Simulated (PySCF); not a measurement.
C₃H₈OSSi₂.
SMILES with atom numbers: `[O:1]=[CH:2][C@H:3]1[SiH2:4][CH2:5][S:6][SiH2:7]1`

Geometry (GFN2-xTB, Å), atoms numbered from 1 in this order:
```
atom  x, y, z in Å
O1    -2.3997    0.4535    1.2193
C2    -1.9575    0.9097    0.1935
C3    -0.6693    0.5385   -0.3977
Si4    0.7588    0.7504    0.8612
C5     2.0960   -0.3860    0.1072
S6     1.3868   -1.8658   -0.7202
Si7   -0.6852   -1.3309   -0.8234
H8    -2.5395    1.6632   -0.3757
H9    -0.4761    1.1201   -1.2999
H10    0.3666    0.2747    2.1822
H11    1.2355    2.1357    0.8578
H12    2.7806   -0.7659    0.8605
H13    2.6931    0.1265   -0.6448
H14   -1.4549   -2.0844    0.1539
H15   -1.1397   -1.5312   -2.1959
```

Definitions: NICS(0) = −σiso at the ring centroid; NICS(1) = −σiso and NICS(1)zz = −σzz at ±1 Å along the ring normal z. Level: GIAO PBE0/pcSseg-1 (PySCF, non-relativistic, gas phase) on the GFN2-xTB geometry, one conformer.

Ring bond lengths (Å), with Mayer bond orders in brackets: C3–Si4 1.916 (0.81), Si4–C5 1.910 (0.86), C5–S6 1.838 (0.98), S6–Si7 2.142 (0.99), Si7–C3 1.917 (0.82).

Task: Give the NICS values of each ring in ppm.

Result: 
| ring | type | NICS(0) | NICS(1), two faces | NICS(1)zz, two faces | rms pucker (Å) | centre to ring atoms, mean (Å) |
| --- | --- | --- | --- | --- | --- | --- |
| C3–Si4–C5–S6–Si7 | 5-membered ring with S and 2 Si; formal bonds all single | -5.7 | -3.1 / -4.1 | -0.5 / -1.6 | 0.22 | 1.63 |

Task: What can be read from them?

Result: 
- C3–Si4–C5–S6–Si7: mean NICS(1)zz -1.1 ppm, near zero. C3, Si4, C5, Si7 have four or more neighbours, so the value isn't read as a sign of a π ring current.

Task: At the second NICS(1) probe listed for ring C3–Si4–C5–S6–Si7, 1 Å off the ring, what do the in-plane components average?

Result: The isotropic value is a third of the trace: (3 × -4.1 − (-1.6))/2 = -5.3 ppm.
